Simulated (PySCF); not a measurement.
trans-1,3,3,3-tetrafluoropropene (C3H2F4), SMILES C(=C\F)/C(F)(F)F.

The structure is a stationary point at B3LYP-D3(BJ)/def2-SVP.

All values below come from PySCF with SMD-M06-2X/6-31G*.

Solvation free energies are E(SMD) − E(gas) at the gas-phase geometry, for 1 M in both phases. In vacuum the dipole moment is 1.16 D.

Computed solvation free energies in water, toluene, ethylethanoate:
```csv
solvent,ΔG(solv) (kcal/mol),its non-electrostatic (CDS) part,dipole (D)
water,1.3,5.1,1.38
toluene,-1.0,0.8,1.27
ethylethanoate,-1.8,1.2,1.33
```
